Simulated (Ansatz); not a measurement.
`B[CH2][GeH2][Cl]`, one more setting.

```yaml
crystal:
  periodic: [false, false, false]
  atoms:
    - {symbol: B, position_ang: [-1.533398, 0.523298, -0.064925]}
    - {symbol: C, position_ang: [-0.455429, -0.469572, -0.518477]}
    - {symbol: Ge, position_ang: [1.209325, 0.030515, 0.410064]}
    - {symbol: Cl, position_ang: [2.705958, -1.377057, -0.255318]}
    - {symbol: H, position_ang: [-1.691111, 1.559288, -0.644839]}
    - {symbol: H, position_ang: [-2.182326, 0.311317, 0.919180]}
    - {symbol: H, position_ang: [-0.611329, -1.506324, -0.210963]}
    - {symbol: H, position_ang: [-0.179712, -0.415390, -1.574279]}
    - {symbol: H, position_ang: [1.107330, -0.129872, 1.931789]}
    - {symbol: H, position_ang: [1.713792, 1.422596, 0.010770]}
basis:
  gaussian: {orbitals: cc-pVTZ}
magnetization: {spin_polarized: false, initial_magnetization: 2}
hamiltonian: {xc: {name: PBEsol}, dispersion: d4}
accuracy: high
```

```sh
$ ansatz run in.yaml --threads 4 --pin off --events-out ev --progress --plain --max-ram 10444MiB
```

Shortened log:

```
Functional definition: PBEsol
3797 factors; integrals over basis functions are off by at most 4.4e-9 eV
mean field evaluation 1: about -70745.8850 eV, gradient 7.8e1 eV
mean field evaluation 2: about -70745.8768 eV, gradient 7.8e1 eV
mean field evaluation 4: about -70761.1293 eV, gradient 3.3e1 eV
mean field evaluation 8: about -70764.4317 eV, gradient 1.2e1 eV
mean field evaluation 16: about -70765.3289 eV, gradient 5.5e-1 eV
mean field evaluation 32: about -70764.3525 eV, gradient 5.9e0 eV
mean field evaluation 64: about -70765.4626 eV, gradient 2.9e-8 eV
mean field -70765.46264839 eV, -2600.5827857749 hartree, gradient 6.1e-8 eV, S^2 2.000000; 18 other end points of the search recorded, 0 dependent functions left out
reference -70765.46265261 eV, -2600.5827859302 hartree; 34, 32 occupied and 187, 189 virtual orbitals, 3797 factors
Total energy: -70765.53330915 eV, -2600.5853825098 hartree
```

It took 82 s on 4 threads of a server CPU on a shared host, with 1.5 GiB of host memory at the peak.
